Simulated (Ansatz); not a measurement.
Reaction (redistribution): `C[Si](S)(Cl)Cl` + `[NH2][SnH2][OH]` → `C[Si](N)(S)Cl` + `[OH][SnH2][Cl]`

Computed with Ansatz on PBE0-D4/def2-TZVP structures; ΔE is electronic, products minus reactants. CCSD(T)/CBS is the MP2 limit (def2-TZVPP, def2-QZVPP) plus CCSD(T) − MP2 in def2-TZVPP, frozen cores. Functionals use def2-TZVPP. B3LYP here is the variant with VWN-RPA as its local correlation; programs differ in this. def2 core potentials past Kr. For Sn outer-core shells are correlated without core-valence functions, which leaves a few kJ/mol of doubt a bond. One conformer a species, not always the lowest.

```json
{"level": "PBE-D4", "ΔE (kJ/mol)": "-66.8", "difference from CCSD(T)/CBS": "1.7"}
{"level": "r2SCAN-D4", "ΔE (kJ/mol)": "-72.3", "difference from CCSD(T)/CBS": "-3.8"}
{"level": "PBE0-D4", "ΔE (kJ/mol)": "-71.3", "difference from CCSD(T)/CBS": "-2.8"}
{"level": "B3LYP-D4", "ΔE (kJ/mol)": "-73.7", "difference from CCSD(T)/CBS": "-5.2"}
{"level": "ωB97X-V", "ΔE (kJ/mol)": "-71.6", "difference from CCSD(T)/CBS": "-3.1"}
{"level": "ωB97M-V", "ΔE (kJ/mol)": "-71.6", "difference from CCSD(T)/CBS": "-3.1"}
{"level": "B2PLYP", "ΔE (kJ/mol)": "-71.4", "difference from CCSD(T)/CBS": "-2.9"}
{"level": "PBE", "ΔE (kJ/mol)": "-67.4", "difference from CCSD(T)/CBS": "1.1"}
{"level": "r2SCAN", "ΔE (kJ/mol)": "-72.3", "difference from CCSD(T)/CBS": "-3.8"}
{"level": "PBE0", "ΔE (kJ/mol)": "-71.8", "difference from CCSD(T)/CBS": "-3.3"}
{"level": "B3LYP", "ΔE (kJ/mol)": "-74.9", "difference from CCSD(T)/CBS": "-6.4"}
{"level": "HF/def2-TZVPP", "ΔE (kJ/mol)": "-86.2", "difference from CCSD(T)/CBS": "-17.7"}
{"level": "MP2/def2-TZVPP", "ΔE (kJ/mol)": "-64.5", "difference from CCSD(T)/CBS": "4.0"}
{"level": "SCS-MP2/def2-TZVPP", "ΔE (kJ/mol)": "-66.5", "difference from CCSD(T)/CBS": "2.0"}
{"level": "CCSD/def2-TZVPP", "ΔE (kJ/mol)": "-69.9", "difference from CCSD(T)/CBS": "-1.4"}
{"level": "CCSD(T)/def2-TZVPP", "ΔE (kJ/mol)": "-67.1", "difference from CCSD(T)/CBS": "1.4"}
{"level": "HF/def2-QZVPP", "ΔE (kJ/mol)": "-87.0", "difference from CCSD(T)/CBS": "-18.5"}
{"level": "MP2/def2-QZVPP", "ΔE (kJ/mol)": "-65.6", "difference from CCSD(T)/CBS": "2.9"}
{"level": "SCS-MP2/def2-QZVPP", "ΔE (kJ/mol)": "-67.8", "difference from CCSD(T)/CBS": "0.7"}
{"level": "HF/CBS(def2)", "ΔE (kJ/mol)": "-87.1", "difference from CCSD(T)/CBS": "-18.6"}
{"level": "MP2/CBS(def2)", "ΔE (kJ/mol)": "-65.9", "difference from CCSD(T)/CBS": "2.6"}
{"level": "CCSD/CBS(def2)", "ΔE (kJ/mol)": "-71.3", "difference from CCSD(T)/CBS": "-2.8"}
{"level": "CCSD(T)/CBS", "ΔE (kJ/mol)": "-68.5", "difference from CCSD(T)/CBS": "0"}
```

Largest T1 diagnostic among the species: 0.013.

From PBE to PBE0 (25 % exact exchange), in def2-TZVPP and without D4, ΔE moves by −4.4 kJ/mol. In def2-TZVPP, CCSD(T) changes the Hartree–Fock value by +19.1 kJ/mol (the triples alone add +2.8 kJ/mol) and MP2 by +21.7 kJ/mol.
